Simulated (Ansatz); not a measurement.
Consider the formal exchange of groups at a C–F bond: `FCC(F)(F)C(F)(F)F` + `FCF` → `FC(F)CC(F)(F)C(F)(F)F` + H–F.

Program: Ansatz. Geometries: PBE0-D4/def2-TZVP. ΔE: electronic, gas phase. CCSD(T)/CBS is the MP2 limit (def2-TZVPP, def2-QZVPP) plus CCSD(T) − MP2 in def2-TZVPP, frozen cores. This one scheme is used for every species. DFT in def2-TZVPP. One conformer a species, not always the lowest.

`FCC(F)(F)C(F)(F)F`:

```xyz
11

F    -1.082    1.902    1.056
C    -0.948    0.878    0.163
C     0.368    0.170    0.424
F     0.401   -0.315    1.679
F     1.398    1.023    0.280
C     0.601   -1.014   -0.541
F     1.759   -1.602   -0.293
F     0.600   -0.583   -1.802
F    -0.374   -1.912   -0.406
H    -1.772    0.173    0.293
H    -0.950    1.279   -0.853
```

`FCF`:

Z-matrix (Å, degrees):
```
C
F 1 1.351
F 1 1.351 2 108.6
H 1 1.093 2 108.8 3 118.2
H 1 1.094 2 108.8 3 -118.2
```

`FC(F)CC(F)(F)C(F)(F)F`:

Cartesian coordinates in Å:
```
F -0.822 -1.039 1.744
C 0.073 -0.026 1.675
F 0.893 -0.144 2.750
C 0.910 -0.140 0.421
C 0.312 0.446 -0.837
F 0.067 1.766 -0.665
F 1.216 0.324 -1.833
C -1.001 -0.190 -1.349
F -1.307 0.289 -2.546
F -2.003 0.083 -0.519
F -0.865 -1.510 -1.440
H -0.470 0.920 1.763
H 1.159 -1.189 0.253
H 1.838 0.412 0.583
```

H–F:

```xyz
2

F     0.316   -0.029    0.333
H    -0.316    0.029   -0.333
```

```tsv
level	ΔE (kJ/mol)
r2SCAN-D4	-70.0
B97M-V	-68.7
PBE0	-65.8
HF/def2-QZVPP	-46.4
```

What does CCSD(T)/CBS give? (An estimate is asked.)

The calculation gave: -79.1 kJ/mol. The listed levels differ from it by 9.1, 10.4, 13.3, 32.7 kJ/mol.

Largest T1 diagnostic among the species: 0.012.

From PBE to PBE0 (25 % exact exchange), in def2-TZVPP and without D4, ΔE moves by −4.1 kJ/mol. At CCSD(T), def2-SVP lies +5.3 kJ/mol from the extrapolated value and def2-TZVPP +3.5 kJ/mol. The D4 term adds −9.8 kJ/mol with B3LYP and −5.7 kJ/mol with PBE0; it sums over pairs of atoms, weighted by their polarisabilities, and B3LYP, whose exchange is more repulsive, gets the larger term.

B3LYP here is the variant with VWN-RPA as its local correlation; programs differ in this.
